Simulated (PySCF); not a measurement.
A calculated (UHF, PySCF 2.14, x2c-QZVPPall, scalar relativity by spin-free X2C-1e) atom or ion has these occupied shells.

| shell | electrons | orbital energy (eV) | rms radius, mean of both spins (bohr) |
| --- | --- | --- | --- |
| 1s α | 1 | -129.62 | 0.483 |
| 1s β | 1 | -128.55 | 0.483 |
| 2s α | 1 | -10.783 | 2.77 |
| 2p α | 1 | -6.688 | 3.19 |

**Question.** Name the element and its charge.

**Answer.** Be (beryllium, neutral), in [He] 2s1 2p1, high-spin 3P determinant (an excited configuration).
